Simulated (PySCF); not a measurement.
## A PySCF run on SeBr⁺

State: ³Σ⁻ (triplet), unpaired electrons π ↑↑.

An equivalent input (the run itself took its basis sets from the Basis Set Exchange, started from a PBE0 density and held the occupation σ 9α 9β, πx 6α 5β, πy 6α 5β, δx 2α 2β, δy 2α 2β):

```python
from pyscf import gto, dft, mp
mol = gto.M(atom='Se 0 0 0; Br 0 0 2.19', basis={'Se': 'cc-pVDZ-PP', 'Br': 'cc-pVDZ-PP'}, ecp={'Se': 'cc-pVDZ-PP', 'Br': 'cc-pVDZ-PP'},
            charge=1, spin=2, verbose=4, symmetry='C2v')
mf = dft.UKS(mol, xc='0.53*HF + 0.47*B88, 0.73*LYP')
mf.grids.atom_grid = (80, 434)
mf.grids.prune = dft.gen_grid.treutler_prune
mf.irrep_nelec = {'A1': (11, 11), 'A2': (2, 2), 'B1': (6, 5), 'B2': (6, 5)}
mf.conv_tol = 1e-9
mf.max_cycle = 60
mf.diis_space = 10
mf.kernel()
pt = mp.MP2(mf, frozen=8).run()
e_total = mf.e_tot + 0.27*pt.e_corr
```

The log (some set-up lines and the per-cycle HOMO/LUMO lines removed):

```
******** <class 'pyscf.dft.uks_symm.SymAdaptedUKS'> ********
method = SymAdaptedUKS
damping factor = 0
level_shift factor = 0
DIIS = <class 'pyscf.scf.diis.CDIIS'>
diis_start_cycle = 1
diis_space = 10
diis_damp = 0
SCF conv_tol = 1e-09
SCF conv_tol_grad = None
SCF max_cycles = 60
number electrons alpha = 25  beta = 23
Set gradient conv threshold to 3.16228e-05
init E= -788.779774312199
cycle= 1 E= -788.781470167084  delta_E= -0.0017  |g|= 0.0187  |ddm|= 0.135
cycle= 2 E= -788.781463060211  delta_E= 7.11e-06  |g|= 0.0195  |ddm|= 0.0846
cycle= 3 E= -788.78175407547  delta_E= -0.000291  |g|= 0.00438  |ddm|= 0.0477
cycle= 4 E= -788.781778577408  delta_E= -2.45e-05  |g|= 0.0016  |ddm|= 0.015
cycle= 5 E= -788.781785318438  delta_E= -6.74e-06  |g|= 0.000593  |ddm|= 0.00973
cycle= 6 E= -788.781786238783  delta_E= -9.2e-07  |g|= 0.00016  |ddm|= 0.00397
cycle= 7 E= -788.781786309777  delta_E= -7.1e-08  |g|= 3.7e-05  |ddm|= 0.00124
cycle= 8 E= -788.781786313726  delta_E= -3.95e-09  |g|= 1.76e-05  |ddm|= 0.00021
cycle= 9 E= -788.78178631507  delta_E= -1.34e-09  |g|= 4.34e-06  |ddm|= 0.00017
cycle= 10 E= -788.781786315133  delta_E= -6.29e-11  |g|= 4.7e-07  |ddm|= 4.04e-05
Extra cycle  E= -788.781786315133  delta_E= 3.41e-13  |g|= 2.67e-07  |ddm|= 1.55e-06
converged SCF energy = -788.781786315133  <S^2> = 2.0085132  2S+1 = 3.0056701
```

Repeating this along the bond gives Re = 2.201 Å and ωe = 376 cm⁻¹.

A point of this curve took 0.63 CPU seconds beside 0.4 for the integrals (shared host).

Correlated steps freeze 8 core orbitals. Spin–orbit coupling is left out. B2PLYP dipoles, levels and charges come from its SCF part alone. The state was picked by a PBE0 search and need not be the measured ground state.
